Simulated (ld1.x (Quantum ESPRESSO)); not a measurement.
Configuration tests for B (PAW)

- Element: B (Z = 5)
- Generator: ld1.x (Quantum ESPRESSO) 7.5
- Type: PAW
- Functional: BP86
- Relativity: non-relativistic
- Frozen core: [He]
- Valence charge: 3
- Reference configuration: 2s1.5 2p1.5
- Partial waves: 2s (bound): rcut 1.05, rcutus 1.15 bohr; 2s channel at -0.3 Ry: rcut 1.05, rcutus 1.15 bohr; 2p (bound): rcut 2.60, rcutus 3.20 bohr; 2p channel at 0.3 Ry: rcut 2.60, rcutus 3.20 bohr; 3d channel at 0.45 Ry: rc 3.20 bohr
- Local potential: the d channel
- Core correction: Bessel-smoothed model core inside 0.50 bohr
- Augmentation charge: PSQ, inside the norm-conserving radii

Energies are relative to the spin-unpolarised reference configuration 2s1.5 2p1.5; without spin polarisation the order of configurations can differ from experiment.

**Question.** Give the all-electron excitation energy and the error of the potential for: 2s2 2p1; 2s2 2p0; 2s1 2p0; 2s1 2p2; 2s2 2p0.5; 2s2 2p1.3; 2s0 2p3.

**Answer.**

```json
{"valence configuration": "2s2 2p1", "charge": "0", "ΔE all-electron (eV)": "-2.927", "error AE − PS (meV)": "+0.1"}
{"valence configuration": "2s2 2p0", "charge": "+1", "ΔE all-electron (eV)": "5.361", "error AE − PS (meV)": "-9.6"}
{"valence configuration": "2s1 2p0", "charge": "+2", "ΔE all-electron (eV)": "30.860", "error AE − PS (meV)": "-30"}
{"valence configuration": "2s1 2p2", "charge": "0", "ΔE all-electron (eV)": "2.931", "error AE − PS (meV)": "-0.1"}
{"valence configuration": "2s2 2p0.5", "charge": "+0.5", "ΔE all-electron (eV)": "0.001", "error AE − PS (meV)": "-1.9"}
{"valence configuration": "2s2 2p1.3", "charge": "-0.3", "ΔE all-electron (eV)": "-3.692", "error AE − PS (meV)": "0.0"}
{"valence configuration": "2s0 2p3", "charge": "0", "ΔE all-electron (eV)": "8.805", "error AE − PS (meV)": "-2.3"}
```
